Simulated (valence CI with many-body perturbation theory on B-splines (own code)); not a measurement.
## Hyperfine factors and g values of Pm38+

Calculated by configuration interaction combined with many-body perturbation theory (CI+MBPT): five valence electrons over a frozen Dirac-Fock core [Ar], radial functions for each j: 7 s, 7 p, 8 d, 6 f, 4 g, 1 h, with the one-electron correlation potential Σ1 (screened to all orders), the two-electron term Σ2, the three-electron term Σ3, Breit, model QED; selected single and double excitations, second order for the rest (own B-spline code, finite nucleus).

No measured spectrum was set against this ion. As an estimate, large intervals hold to a few tenths of a per cent, small ones and those within an open d or f shell to about a per cent. Only levels of the ground parity were solved; by the run's estimate the other parity begins above the list, which can be wrong where configurations are misplaced.

A/g_I is the dipole constant over the nuclear g factor μ/I (μ in nuclear magnetons, uniformly magnetised nucleus), B/Q the quadrupole constant per barn. Both hold the static response of the core; the bare values leave it out. Large factors of s and p1/2 electrons are usually good to 5 to 10 %; those of open d and f shells near neutrality can be off by tens of per cent, and small factors of p3/2, d and f electrons come from cancelling terms and can be off by a factor of two or in sign, in half-filled shells by more. B is blank for J = 1/2, where it vanishes, and for nearly pure S terms. Energies count from the lowest level.

Levels are named by their leading jj configuration (3d3/2^4 stands for four electrons in 3d with j = 3/2), which in mixed levels can hold well under half, so a name can repeat and another be missing. Letters in brackets count levels of one name in rising energy.

| Level | E (cm⁻¹) | g | A/g_I (MHz) | A/g_I bare | B/Q (MHz/b) | B/Q bare |
| --- | --- | --- | --- | --- | --- | --- |
| (3d3/2^4 3d5/2) J=5/2 | 0 | 1.466 | 13600 | 14400 | 23600 | 23900 |
| (3d3/2^3 3d5/2^2) J=5/2 [a] | 155000 | 1.294 | 12000 | 12600 | 16800 | 17000 |
| (3d3/2^3 3d5/2^2) J=7/2 [a] | 231960 | 1.148 | 21700 | 22000 | 33400 | 33900 |
| (3d3/2^3 3d5/2^2) J=3/2 [a] | 239580 | 1.229 | 25400 | 25800 | 28200 | 28700 |
| (3d3/2^3 3d5/2^2) J=11/2 | 242410 | 1.128 | 26800 | 27000 | 152 | 107 |
| (3d3/2^3 3d5/2^2) J=9/2 | 269480 | 1.145 | 24100 | 24400 | 33200 | 33700 |
| (3d3/2^3 3d5/2^2) J=5/2 [b] | 283640 | 1.145 | 24300 | 24600 | 3710 | 3780 |
| (3d3/2^3 3d5/2^2) J=1/2 | 294850 | 1.861 | -12800 | -11300 |  |  |
| (3d3/2^3 3d5/2^2) J=7/2 [b] | 321140 | 1.104 | 28500 | 28800 | -31800 | -32300 |
| (3d3/2^2 3d5/2^3) J=5/2 [a] | 384280 | 1.234 | 12700 | 13100 | 1710 | 1740 |
| (3d3/2^3 3d5/2^2) J=3/2 [b] | 395050 | 0.795 | 46000 | 45700 | -30200 | -30700 |
| (3d3/2^2 3d5/2^3) J=7/2 [a] | 426800 | 1.211 | 18600 | 19100 | -5070 | -5160 |
| (3d3/2^2 3d5/2^3) J=11/2 | 433260 | 1.074 | 26900 | 27100 | 1250 | 1280 |
| (3d3/2^2 3d5/2^3) J=9/2 [a] | 447070 | 1.143 | 23200 | 23500 | -5630 | -5730 |
| (3d3/2^2 3d5/2^3) J=1/2 [a] | 463260 | 0.561 | 65700 | 65000 |  |  |
| (3d3/2^2 3d5/2^3) J=13/2 | 465920 | 1.070 | 28600 | 28700 | -53.4 | -48.4 |
| (3d3/2^2 3d5/2^3) J=3/2 [a] | 472810 | 1.186 | 22600 | 22900 | 2430 | 2460 |
| (3d3/2^2 3d5/2^3) J=5/2 [b] | 485700 | 1.018 | 30600 | 30700 | -6210 | -6290 |
| (3d3/2^2 3d5/2^3) J=9/2 [b] | 519000 | 1.101 | 26200 | 26400 | 1750 | 1780 |
| (3d3/2^2 3d5/2^3) J=7/2 [b] | 534360 | 0.985 | 34700 | 34700 | -1220 | -1250 |
| (3d3/2^2 3d5/2^3) J=5/2 [c] | 543950 | 1.038 | 29700 | 29800 | 7170 | 7270 |
| (3d3/2^2 3d5/2^3) J=3/2 [b] | 560340 | 0.814 | 43400 | 43200 | 3400 | 3470 |
| (3d3/2^2 3d5/2^3) J=7/2 [c] | 583490 | 1.046 | 31300 | 31500 | 3960 | 4020 |
| (3d3/2^2 3d5/2^3) J=1/2 [b] | 586490 | 1.826 | -12300 | -10900 |  |  |
| (3d3/2^2 3d5/2^3) J=9/2 [c] | 634240 | 1.105 | 25900 | 26200 | 22000 | 22400 |
| (3d3/2 3d5/2^4) J=5/2 [a] | 644730 | 1.229 | 13900 | 14400 | -18900 | -19200 |
| (3d3/2 3d5/2^4) J=7/2 [a] | 698870 | 1.188 | 20300 | 20700 | -44700 | -45400 |
| (3d3/2 3d5/2^4) J=11/2 | 711540 | 1.064 | 27900 | 28000 | -1510 | -1480 |
| (3d3/2 3d5/2^4) J=3/2 [a] | 721210 | 0.929 | 28900 | 28800 | -29000 | -29500 |
| (3d3/2^2 3d5/2^3) J=5/2 [d] | 734330 | 1.130 | 22100 | 22400 | 21000 | 21300 |
| (3d3/2^2 3d5/2^3) J=3/2 [c] | 742200 | 1.180 | 23900 | 24300 | -20100 | -20400 |
| (3d3/2 3d5/2^4) J=9/2 | 765050 | 1.109 | 24800 | 25100 | -51300 | -52100 |
| (3d3/2 3d5/2^4) J=5/2 [b] | 793460 | 1.113 | 24000 | 24300 | 644 | 666 |
| (3d3/2 3d5/2^4) J=7/2 [b] | 810510 | 0.982 | 31800 | 31800 | 45400 | 46100 |
| (3d3/2 3d5/2^4) J=1/2 | 875350 | 1.061 | -2220 | -2000 |  |  |
| (3d3/2 3d5/2^4) J=3/2 [b] | 962440 | 0.883 | 44700 | 44600 | 45300 | 46000 |
| (3d5/2^5) J=5/2 | 984970 | 1.151 | 20000 | 20300 | -49500 | -50200 |

**Question.** Take the isotope of mass number 147, with I = 7/2, μ = 2.58 μN, leaving out the quadrupole term. What is the hyperfine structure of (3d3/2^3 3d5/2^2) J=5/2 [a]?

**Answer.** From the table A = 8840 MHz. Shifts from the centre of gravity in MHz: F = 1: -99400, F = 2: -81800, F = 3: -55200, F = 4: -19900, F = 5: 24300, F = 6: 77400.
